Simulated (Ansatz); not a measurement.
C2H5NO, SMILES `[H]/N=C(/C)O` (N–C–O–H torsion 0°) (charge 0, multiplicity 1).

Z-matrix (Å, degrees):
```
C
N 1 1.2643
H 2 1.0205 1 113.10
O 1 1.3675 2 126.83 3 0.00
H 4 0.9662 1 109.58 2 0.00
C 1 1.4950 2 122.54 3 180.00
H 6 1.0856 1 109.72 2 0.00
H 6 1.0914 7 109.90 1 121.02
H 6 1.0914 7 109.90 8 117.97
```
Charge 0, multiplicity 1.

Frozen-core energies in 6-31g from Ansatz (a first-principles code) at a geometry from B3LYP-D3(BJ)/def2-TZVP; the HF reference has <S^2> = 0.00 and the T1 diagnostic is 0.013.

| level | energy (Ha) |
|---|---|
| HF | -207.84899 |
| MP2 | -208.26210 |
| CCSD | -208.28867 |

Problem. Estimate the energies of CCSD(T), CCSDT and CCSDT(Q), and give each level's difference from CCSDT(Q).

Solution. 
```tsv
level	energy (Ha)	difference from CCSDT(Q) (mHa)
MP2	-208.26210	40.20
CCSD	-208.28867	13.63
CCSD(T)	-208.30040	1.90
CCSDT	-208.30087	1.43
CCSDT(Q)	-208.30230	0.00
```
